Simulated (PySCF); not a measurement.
Cl3HSeSi, SMILES [Si](Cl)(Cl)(Cl)[SeH]. Atoms are numbered in the order given.

```xyz
6

Cl    -0.9006    -1.2346    -1.6471
Si     0.0093    -0.4257     0.0000
Cl    -0.9006    -1.2346     1.6471
Cl     1.9889    -0.9368     0.0000
Se    -0.0528     1.8245     0.0000
H     -1.5257     1.8303     0.0000
```

Geometry: PBE0-D3(BJ)/def2-SVP. The structure was generated by enumeration, and PubChem lists no compound with its InChIKey, so it may never have been made. One conformer was computed; it need not be the lowest.

Two levels are set side by side: PBE/pcSseg-1 (PySCF) and PBE0/pcSseg-1 (PySCF). GIAO shifts against HCl (³⁵Cl), Me2Se (⁷⁷Se), TMS (²⁹Si), TMS (¹H) at the same level; non-relativistic, no solvent, atoms listed together averaged. Without spin–orbit terms, shifts of atoms bonded to Cl or Br come out too high at both levels. Differences are taken from unrounded values.

```
quantity                 PBE
--------------------  ------
δ(²⁹Si) of Si2 (ppm)    44.1
δ(⁷⁷Se) of Se5 (ppm)  -141.6
δ(¹H) of H6 (ppm)       2.07
```

Q: These are the PBE values. What does PBE0 give? (The exact figures need the calculation; the answer reports its results.)

A: 
```
quantity                PBE0  PBE minus PBE0
--------------------  ------  --------------
δ(²⁹Si) of Si2 (ppm)    45.6            -1.5
δ(⁷⁷Se) of Se5 (ppm)  -123.8           -17.8
δ(¹H) of H6 (ppm)       2.15           -0.08
```

Rough cost on one machine, each run with all the roots and properties that it gave: PBE0 against PBE within a factor of 2.
